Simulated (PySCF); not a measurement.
# Working out the ionisation energy of Ga²⁺

Ga²⁺ [Ar] 3d10 4s1 (2S) → Ga³⁺ [Ar] 3d10 (1S). Calculation: PySCF 2.14, in x2c-TZVPPall with one added diffuse shell each of s, p, d type (7s6p5d1f, 57 functions); the spin-free X2C one-electron Hamiltonian (Gaussian nucleus). Frozen: [Ne]. Energies in hartree (1 hartree = 27.21139 eV):

| part | Ga²⁺ (lower) | Ga³⁺ (upper) |
| --- | --- | --- |
| UHF | -1941.278015 | -1940.189160 |
| CCSD correlation | -0.256465 | -0.238495 |
| (T) | -0.006073 | -0.004951 |

Task: What does Hartree-Fock give?

Result: (-1940.189160) − (-1941.278015) = 1.088855 hartree = 29.629 eV.

Task: What do CCSD and CCSD(T) give?

Result: The CCSD correlation energies differ by 0.017970 hartree = 0.489 eV and the triples by 0.001122 hartree = 0.031 eV, so CCSD gives 30.118 eV and CCSD(T) 30.149 eV.

Measured between the centres of the two terms (NIST): 30.726 eV, so CCSD(T) (valence and next inner shell) is off by -0.577 eV.

What remains against the reference includes basis incompleteness, the frozen core and higher excitations.
